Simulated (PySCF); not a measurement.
Excitations are Tamm–Dancoff values on a coarser integration grid. The basis has no diffuse functions, so Rydberg states are missing or too high.

Cartesian coordinates (Å):
```xyz
8

C      2.4304    -0.2290    -0.5334
C      1.2364    -0.3315    -0.3878
Si    -0.5393    -0.5243    -0.1627
C     -1.6414     0.7535    -0.3439
H      3.4841    -0.1316    -0.6637
H     -0.9362    -1.8989     0.1934
H     -1.3287     1.7568    -0.6062
H     -2.7053     0.6052    -0.2017
```
Charge 0, spin multiplicity 1.

### Question
What brightest of the four lowest singlets (TDA), HOMO and HOMO–LUMO gap does PBE0-D3(BJ)/def2-TZVP run with PySCF 2.14.0 give?

### Answer

| Property | Value |
|---|---|
| brightest of the four lowest singlets (TDA) | 4.99 eV |
| HOMO | -6.50 eV |
| HOMO–LUMO gap | 4.90 eV |
